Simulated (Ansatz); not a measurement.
Other settings, tried on the cluster Mg2S2⁻ (the lowest doublet isomer of a short search).

```yaml
crystal:
  periodic: [false, false, false]
  atoms:
    - {symbol: Mg, position_ang: [-0.486338, 1.109686, -0.679615]}
    - {symbol: Mg, position_ang: [0.486503, -1.109653, 0.679728]}
    - {symbol: S, position_ang: [-1.321301, 0.250274, 1.354142]}
    - {symbol: S, position_ang: [1.321146, -0.250307, -1.354254]}
basis:
  gaussian: {orbitals: def2-SVP}
total_charge: -1
magnetization: {spin_polarized: true, initial_magnetization: 3}
hamiltonian: {xc: {name: LC-wPBE}}
scf: {omitted_lower_state_checks: [starts]}
output: {forces: true}
```

```sh
$ ansatz run in.yaml --threads 4 --pin off --events-out ev --progress --plain --max-ram 3916MiB
```

It prints (some lines left out):

```
Functional definition: LC-wPBE
  name "LC-wPBE"
  cite "Vydrov & Scuseria, J. Chem. Phys. 125, 234109 (2006) doi:10.1063/1.2409292"
  cite "Heyd & Scuseria, J. Chem. Phys. 120, 7274 (2004) doi:10.1063/1.1668634"
  cite "Ernzerhof & Perdew, J. Chem. Phys. 109, 3313 (1998) doi:10.1063/1.476928"
  cite "Perdew, Burke & Ernzerhof, Phys. Rev. Lett. 77, 3865 (1996) doi:10.1103/PhysRevLett.77.3865"
  parent pbe
  parameter omega = 0.4/bohr
  exchange = pbe_x_sr(omega) + exact_x_lr(omega)
  correlation = pbe_c
these checks for a lower state are left out or cut short: starts
768 factors; their error is unknown
306 factors; integrals over basis functions are off by at most 3.0e-5 eV
mean field evaluation 1: about -32539.3356 eV, gradient 8.8e0 eV
mean field evaluation 2: about -32540.5816 eV, gradient 4.1e0 eV
mean field evaluation 4: about -32540.9284 eV, gradient 5.2e-1 eV
mean field evaluation 8: about -32540.8708 eV, gradient 6.1e-2 eV
mean field evaluation 16: about -32540.8709 eV, gradient 1.3e-3 eV
mean field -32540.96043558 eV, -1195.8582389525 hartree, gradient 2.4e-5 eV, S^2 3.758344; 0 other end points of the search recorded, 0 dependent functions left out
the calculation of the forces begins
reference -32540.96043559 eV, -1195.8582389528 hartree; 30, 27 occupied and 42, 45 virtual orbitals, 768 factors
Total energy: -32540.96043559 eV, -1195.8582389528 hartree
Atom 0 at    -0.486338     1.109686    -0.679615 Å, force     0.218561     1.295315    -1.771643 eV/Å
Atom 1 at     0.486503    -1.109653     0.679728 Å, force     1.496082    -1.619207     0.013572 eV/Å
Atom 2 at    -1.321301     0.250274     1.354142 Å, force    -1.180383     0.223082     1.210007 eV/Å
Atom 3 at     1.321146    -0.250307    -1.354254 Å, force    -0.534260     0.100810     0.548063 eV/Å
Dipole moment:    -0.421881     0.079762     0.432454 e Å
Checks for a lower state left out: starts
```

Run time 3.6 s (4 threads of Intel Xeon Platinum 8488C on a shared host).

LC-ωPBE has ω = 0.4 bohr⁻¹. The highest occupied level of an anion often lies above zero with these methods, and sets without diffuse functions describe the outer electron poorly.

The dipole of an ion depends on the origin.
